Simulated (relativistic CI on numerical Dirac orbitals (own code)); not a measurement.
**Lu¹⁸⁺: q coefficients and field-shift factors**

Calculated at this level of theory: Dirac-Coulomb-Breit CI, KLI orbitals optimised for each configuration, derivatives by finite differences, unscaled Slater integrals, QED left out (own radial code, finite nucleus).

Configuration list (outside the closed core [Kr] 4d10): 4f7.

With x = (α/α₀)² − 1 an excitation energy changes as ω = ω₀ + qx; K = 2q/ω₀ is the relative enhancement. Terms are leading LS components, so labels can repeat. The field-shift factor is F = δν/δ⟨r²⟩ for the transition from the lowest level.

Lowest level 4f7 8S°_7/2.

```csv
Level,ω₀ (cm⁻¹),q (cm⁻¹),F (GHz/fm²)
4f7 6P°_7/2,61177.1,-11600,0.13
4f7 6P°_5/2,64035.8,-6357,0.338
4f7 6P°_3/2,66504.4,-2635,0.491
4f7 6I°_7/2,68192.8,-8038,0.319
4f7 6I°_9/2,69952.2,-4429,0.466
4f7 6I°_17/2,69953.5,-3338,0.523
4f7 6I°_11/2,71283.7,-1571,0.582
4f7 6I°_15/2,71729.1,-218.4,0.643
4f7 6I°_13/2,71928.4,-252.4,0.638
4f7 6D°_9/2,78425.0,-4733,0.529
4f7 6D°_7/2,82644.6,605.4,0.752
4f7 6D°_1/2,83061.2,3685,0.86
4f7 6D°_3/2,84099.0,4946,0.914
```

At this charge energies of transitions that change n are usually good to better than 1 %, and those within a shell (Δn = 0) to a few per cent. Terms inside the open d or f shell come out 10 to 20 % too wide with unscaled integrals.

(1) Which transition from the lowest level has the largest |K|?

Answers

(1) 4f7 6P°_7/2 at 61177.1 cm⁻¹, K = -0.379.
